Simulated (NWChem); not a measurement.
System: CH4BFOSe; SMILES COB(F)[SeH]

```xyz
9

B     -0.6324     0.6308     0.0000
F     -1.9580     0.6797     0.0000
O      0.0311     1.7939     0.0000
C      1.4246     1.9495     0.0000
H      1.7271     2.5168    -0.8929
H      1.7271     2.5168     0.8929
H      1.9607     0.9856     0.0000
Se     0.2639    -1.1195     0.0000
H     -1.0109    -1.8475     0.0000
```
Atoms are numbered in this order, from 1.

This is a stationary point of PBE0/def2-SVP (NWChem), point group Cs. This build's default masses of Se (78.918 u) and Br (79.917 u) are each other's, which moves their modes by up to 0.6 %.

**Question.** Is it a minimum? If not, what does it relax to?

**Answer.** No. It has an imaginary frequency of 90i cm⁻¹. Following that mode (on a finer grid) lowers the energy by 0.4 kcal/mol and ends, with real frequencies alone, at point group Cs:
```xyz
9

B     -0.6596     0.6253    -0.0890
F     -1.9750     0.6425    -0.2544
O      0.0049     1.7829    -0.2139
C      1.3963     1.9055    -0.0641
H      1.6667     2.9588    -0.2188
H      1.7199     1.6050     0.9467
H      1.9361     1.2922    -0.8052
Se     0.2517    -1.0645     0.3255
H     -0.9971    -1.8364     0.3094
```
